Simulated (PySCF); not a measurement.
## Working out the ionisation energy of Kr+

Kr+ [Ar] 3d10 4s2 4p5 (2P) → Kr(2+) [Ar] 3d10 4s2 4p4 (3P). All numbers are calculated (PySCF 2.14, the spin-free X2C one-electron Hamiltonian (Gaussian nucleus), in x2c-TZVPall (6s5p4d1f, 48 functions)). Frozen: [Ar] 3d10. Energies in hartree (1 hartree = 27.21139 eV):

```csv
part,Kr+ (lower),Kr(2+) (upper)
UHF,-2787.699412,-2786.844918
CCSD correlation,-0.157432,-0.126971
(T),-0.004045,-0.002968
```

Q: What does Hartree-Fock give?

A: (-2786.844918) − (-2787.699412) = 0.854494 hartree = 23.252 eV.

Q: What do CCSD and CCSD(T) give?

A: The CCSD correlation energies differ by 0.030461 hartree = 0.829 eV and the triples by 0.001077 hartree = 0.029 eV, so CCSD gives 24.081 eV and CCSD(T) 24.110 eV.

Reference: 24.360 eV (measured; NIST Atomic Spectra Database, ionization energies), between the lowest levels; spin-orbit coupling is absent from the calculation.

What remains against the reference includes basis incompleteness, the frozen core and higher excitations.
